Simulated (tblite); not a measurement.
Species: C6H8OS (charge +1 and doublet state).
SMILES: `[C@H]12C[C@@H]([CH][CH+][S@]2=O)C1`

All values are computed: GFN2-xTB (tblite) harmonic vibrations without scaling, gas phase. Errors from tens to a few hundred cm⁻¹ against measured bands are possible. Open shells enter through the occupations alone, without spin polarisation, and single modes of such species can be off by tens of per cent.

Harmonic wavenumbers (cm⁻¹): 130.0, 212.7, 301.3, 331.0, 348.6, 353.7, 487.2, 533.0, 565.2, 650.3, 741.4, 825.6, 838.2, 860.3, 887.3, 959.2, 978.0, 988.4, 994.3, 1030.9, 1073.2, 1080.4, 1088.3, 1115.2, 1121.9, 1172.9, 1189.8, 1203.9, 1211.8, 1241.2, 1278.0, 1432.5, 1447.9, 1608.0, 3001.3, 3003.5, 3012.3, 3013.4, 3016.1, 3020.5, 3020.7, 3114.0.

A = 3164, B = 1845, C = 1524 MHz; mass 128.030 u (most abundant isotopes); point group C1, symmetry number 1; spin multiplicity 2.

Q: What is the zero-point energy?

A: ½Σν̃ = 27242 cm⁻¹ = 325.88 kJ/mol.

Q: What is S at 298.15 K and 1 bar for an ideal gas of classical rigid rotors and harmonic oscillators?

A: Translation 169.37, rotation 117.08, vibration 59.10, spin (R ln 2) 5.76: S = 351.3 J/(mol K).

Q: And Cp and H(298.15 K) − H(0)?

A: Cp = 127.25 J/(mol K), of which vibrations give 93.99 (their classical limit is 42 R = 349.2); H(298.15 K) − H(0) = 21.14 kJ/mol without the zero-point energy, 11.23 from vibrations.

Q: Which modes carry the vibrational entropy at 298.15 K?

A: 130.0 cm⁻¹: 12.33; 212.7 cm⁻¹: 8.45; 301.3 cm⁻¹: 5.90; 331.0 cm⁻¹: 5.25; 348.6 cm⁻¹: 4.91; 353.7 cm⁻¹: 4.81 J/(mol K); the other 36 give 17.45 together.

Q: What must be added to the electronic energy to get the Gibbs energy at 298.15 K and 1 bar?

A: ZPE + [H(298.15 K) − H(0)] − T·S = 325.88 + 21.14 − 104.74 = 242.28 kJ/mol.

Hindered rotation and anharmonicity are outside this model. The structure is chiral; the term R ln 2 for an equal mix with its mirror image is left out.
